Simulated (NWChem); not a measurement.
System: PbH2S2, singlet; SMILES [SH][Pb][SH]

Here is an NWChem input.

```
start job
memory heap 200 mb stack 900 mb global 1100 mb
geometry units angstroms noautoz
  Pb    -0.530300     0.014942     0.000000
  S      1.177269     1.905462     0.000000
  H      2.257687     1.093071     0.000000
  S      1.249703    -1.814496     0.000000
  H      0.351962    -2.825612     0.000000
end
basis spherical
  * library def2-svp
end
ecp
  Pb library def2-ecp
end
dft
  xc xpbe96 cpbe96
  iterations 150
  vectors input atomic output neutral.movecs
end
task dft energy
charge 1
dft
  odft
  mult 2
  vectors input atomic output cation.movecs
end
task dft energy
```

Parts of the log:

```
             Northwest Computational Chemistry Package (NWChem) 7.3.0
             --------------------------------------------------------

 CS  symmetry detected

                             Geometry "geometry" -> ""
                             -------------------------

 Output coordinates in angstroms (scale by  1.889725989 to convert to a.u.)

  No.       Tag          Charge          X              Y              Z
 ---- ---------------- ---------- -------------- -------------- --------------
    1 Pb                  82.0000    -0.51263239     0.00996144     0.00000000
    2 S                   16.0000     1.20667897     1.88980883     0.00000000
    3 H                    1.0000     2.28201587     1.07070399     0.00000000
    4 S                   16.0000     1.25594106    -1.83052818     0.00000000
    5 H                    1.0000     0.35191953    -2.83603280     0.00000000

 Effective nuclear repulsion energy (a.u.)     627.2084158926

      Symmetry information
      --------------------

 Group name             Cs
 Group number              2
 Group order               2
 No. of unique centers     5

 Summary of "ao basis" -> "ao basis" (spherical)
 ------------------------------------------------------------------------------
       Tag                 Description            Shells   Functions and Types
 ---------------- ------------------------------  ------  ---------------------
 Pb                         def2-svp                10       26   4s4p2d
 S                          def2-svp                 8       18   4s3p1d
 H                          def2-svp                 3        5   2s1p

      Symmetry analysis of basis
      --------------------------

        a'         52
        a"         20

            General Information
            -------------------
          SCF calculation type: DFT
          Wavefunction type:  closed shell.
          No. of atoms     :     5
          No. of electrons :    56
           Alpha electrons :    28
            Beta electrons :    28
          Charge           :     0
          Spin multiplicity:     1
          Use of symmetry is: on ; symmetry adaption is: on
          Maximum number of iterations: 150
          AO basis - number of functions:    72
                     number of shells:    32
          Convergence on energy requested:  1.00D-06
          Convergence on density requested:  1.00D-05
          Convergence on gradient requested:  5.00D-04

              XC Information
              --------------
          PerdewBurkeErnzerhof Exchange Functional  1.000
            Perdew 1991 LDA Correlation Functional  1.000 local
           PerdewBurkeErnz. Correlation Functional  1.000 non-local

             Grid Information
             ----------------
          Grid used for XC integration:  medium
          Radial quadrature: Mura-Knowles
          Angular quadrature: Lebedev.
          Tag              B.-S. Rad. Rad. Pts. Rad. Cut. Ang. Pts.
          ---              ---------- --------- --------- ---------
          Pb                  1.80      123          10.0       590
          S                   1.00       88          12.0       590
          H                   0.35       45          12.0       434
          Grid pruning is: on
          Number of quadrature shells:   389
          Spatial weights used:  Erf1

      Superposition of Atomic Density Guess
      -------------------------------------

 Sum of atomic energies:       -1015.05328819

      Non-variational initial energy
      ------------------------------

 Total energy =    -987.777961
 1-e energy   =   -1849.612696
 2-e energy   =     654.360937
 HOMO         =      -0.270286
 LUMO         =      -0.039392

      Symmetry analysis of molecular orbitals - initial
      -------------------------------------------------

  Numbering of irreducible representations:

     1 a'          2 a"

  Orbital symmetries:

     1 a'          2 a'          3 a'          4 a'          5 a'
     6 a'          7 a'          8 a'          9 a"         10 a"
    11 a'         12 a'         13 a'         14 a"         15 a'
    16 a'         17 a'         18 a"         19 a"         20 a'
    21 a'         22 a'         23 a'         24 a'         25 a'
    26 a"         27 a"         28 a'         29 a"         30 a'
    31 a'         32 a'         33 a'         34 a'         35 a'
    36 a'         37 a"         38 a'

   convergence    iter        energy       DeltaE   RMS-Dens  Diis-err
 ---------------- ----- ----------------- --------- --------- ---------
 d= 0,ls=0.0,diis     1   -989.8860325093 -1.20D+03  3.37D-02  4.89D-01
 d= 0,ls=0.0,diis     2   -989.4308602506  4.55D-01  2.57D-02  2.47D+00
 d= 0,ls=0.0,diis     3   -989.9473768030 -5.17D-01  6.27D-03  8.48D-02
 d= 0,ls=0.0,diis     4   -989.9615820564 -1.42D-02  3.57D-03  2.17D-02
 d= 0,ls=0.0,diis     5   -989.9640759792 -2.49D-03  1.65D-03  8.85D-03
  Resetting Diis
 d= 0,ls=0.0,diis     6   -989.9659630668 -1.89D-03  2.24D-04  2.49D-04
 d= 0,ls=0.0,diis     7   -989.9660079491 -4.49D-05  2.17D-04  1.56D-05
 d= 0,ls=0.0,diis     8   -989.9659904072  1.75D-05  1.54D-04  9.44D-05
 d= 0,ls=0.0,diis     9   -989.9660116008 -2.12D-05  1.66D-05  1.13D-06
 d= 0,ls=0.0,diis    10   -989.9660117883 -1.88D-07  3.01D-06  3.30D-08

         Total DFT energy =     -989.966011788292
      One electron energy =    -1851.611226896133
           Coulomb energy =      722.004515179700
    Exchange-Corr. energy =      -67.833098005556
 Nuclear repulsion energy =      207.473797933696

 Numeric. integr. density =       56.000002318214

                  Occupations of the irreducible representations
                  ----------------------------------------------

                     irrep           alpha         beta
                     --------     --------     --------
                     a'               21.0         21.0
                     a"                7.0          7.0

[...]
```

Level: PBE/def2-SVP with def2 effective core potentials on Pb, vertical spin-unrestricted ions. Low-valent species are run as closed-shell singlets; no triplet was tried in these runs. Coordinates come from a PBE0/def2-SVP optimisation. No frequency run checked for a minimum. def2 effective core potentials on Pb; no spin-orbit coupling.
